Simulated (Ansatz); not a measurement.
Harmonic frequencies (cm⁻¹) at PBE0-D4/def2-TZVP from Ansatz: 46, 84, 114, 322, 354, 435, 463, 543, 579, 657, 728, 872, 930, 935, 943, 2148, 2210, 2219, 2219, 2231, 2235.

Q: Which molecule is it?
A. `O[SiH]1CN1`
B. `BOC=C`
C. `NB[SiH2]Cl`
D. `[SiH3][SiH2][TeH]`

A: D.
